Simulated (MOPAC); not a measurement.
MOPAC input (PM6):

```
PM6 1SCF UHF MS=0.5 GEO-OK AUX(PRECISION=9) THREADS=1
C2HO

C    -0.80042900 1   -0.57525800 1   -0.26166500 1
C     0.51326900 1   -0.37783900 1   -0.03810000 1
O     0.02321400 1    0.80488300 1    0.22491700 1
H     1.53725500 1   -0.72047700 1   -0.00074300 1
```

From the output:

```
                                                       MOPAC v23.2.5 Linux

          FINAL HEAT OF FORMATION =         92.25301 KCAL/MOL =     385.98658 KJ/MOL

          COSMO AREA              =         74.61 SQUARE ANGSTROMS
          COSMO VOLUME            =         57.45 CUBIC ANGSTROMS

          IONIZATION POTENTIAL    =         10.048884 EV
          ALPHA SOMO LUMO (EV)    =        -10.049  0.218
          BETA  SOMO LUMO (EV)    =        -11.489 -0.940
          NO. OF ALPHA ELECTRONS  =          8
          NO. OF BETA  ELECTRONS  =          7
          MOLECULAR WEIGHT        =         41.0293         POINT GROUP:  Cs

          MOLECULAR DIMENSIONS (Angstroms)

            Atom       Atom       Distance
            H     4    C     1     2.35668
            O     3    H     4     1.48405
            O     3    C     2     0.00000

          SCF CALCULATIONS        =          1

   ATOM   CHEMICAL          X               Y               Z
  NUMBER   SYMBOL      (ANGSTROMS)     (ANGSTROMS)     (ANGSTROMS)

     1       C         -0.80042900  *  -0.57525800  *  -0.26166500  *
     2       C          0.51326900  *  -0.37783900  *  -0.03810000  *
     3       O          0.02321400  *   0.80488300  *   0.22491700  *
     4       H          1.53725500  *  -0.72047700  *  -0.00074300  *

                             CARTESIAN COORDINATES

   1    C       -0.800429000    -0.575258000    -0.261665000
   2    C        0.513269000    -0.377839000    -0.038100000
   3    O        0.023214000     0.804883000     0.224917000
   4    H        1.537255000    -0.720477000    -0.000743000

           Empirical Formula: C2 H O  =     4 atoms

      MOLECULAR POINT GROUP   :   Cs

          ALPHA EIGENVALUES
 -33.71276 -25.12252 -20.26521 -16.22115 -16.04290 -13.14044 -11.73884 -10.04888
   0.21836   0.70457   2.47829   4.35805   4.98795

           BETA EIGENVALUES
 -32.18585 -23.93724 -19.99080 -15.34337 -13.87838 -12.44798 -11.48950  -0.94043
   1.03719   1.06590   3.11182   4.45026   5.05429

              NET ATOMIC CHARGES AND DIPOLE CONTRIBUTIONS

  ATOM NO.   TYPE          CHARGE      No. of ELECS.   s-Pop       p-Pop
    1          C           0.351077        3.6489     1.73939     1.90953
    2          C          -0.303888        4.3039     1.16293     3.14096
    3          O          -0.253028        6.2530     1.89975     4.35328
    4          H           0.205839        0.7942     0.79416
 DIPOLE           X         Y         Z       TOTAL
 POINT-CHG.    -0.607    -2.109    -0.660     2.292
 HYBRID         1.665     0.915     0.467     1.956
 SUM            1.058    -1.194    -0.193     1.607

          ATOMIC ORBITAL ELECTRON POPULATIONS

     Atom    s        px        py        pz
    1  C   1.73939   1.03288   0.46806   0.40859
    2  C   1.16293   1.12565   0.93537   1.07993
    3  O   1.89975   1.59903   1.24990   1.50435
    4  H   0.79416

                    (SZ)    =    0.500000
                    (S**2)  =    0.760043

          ATOMIC ORBITAL SPIN POPULATIONS

    Atom   Total    s     px     py     pz
         Atomic
    1  C  0.1216  0.001  0.001 -0.055  0.173
    2  C  0.3176  0.003  0.015 -0.001  0.301
    3  O  0.5721  0.011  0.056  0.065  0.440
    4  H -0.0114 -0.011

 **********************
 *                    *
 * JOB ENDED NORMALLY *
 *                    *
 **********************

 == MOPAC DONE ==
```

The geometry given is a B3LYP-D3(BJ)/def2-TZVP minimum.
